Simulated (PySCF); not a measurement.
## Working out the ionisation energy of Tc

Tc [Kr] 4d5 5s2 (6S) → Tc+ [Kr] 4d5 5s1 (7S). Calculation: PySCF 2.14, in x2c-SVPall (6s5p5d1f, 53 functions); scalar relativity by spin-free X2C-1e. Frozen: [Kr]. Energies in hartree (1 hartree = 27.21139 eV):

```csv
part,Tc (lower),Tc+ (upper)
UHF,-4282.647993,-4282.443369
MP2 opposite-spin,-0.033782,0.000000
MP2 same-spin,-0.059100,-0.059378
```

Task: What does Hartree-Fock give?

Result: (-4282.443369) − (-4282.647993) = 0.204624 hartree = 5.568 eV.

Task: What do MP2 and SCS-MP2 (6/5 opposite-spin, 1/3 same-spin) give?

Result: The opposite-spin parts differ by 0.919 eV and the same-spin parts by -0.008 eV. MP2: 5.568 + (0.919) + (-0.008) = 6.479 eV. SCS-MP2: 5.568 + 1.2 × (0.919) + (-0.008)/3 = 6.668 eV.

Measured between the centres of the two terms (NIST): 7.119 eV, so MP2 (valence) is off by -0.640 eV.

A double-zeta basis recovers only part of the correlation energy.

What remains against the reference includes basis incompleteness, the frozen core and correlation beyond second order.
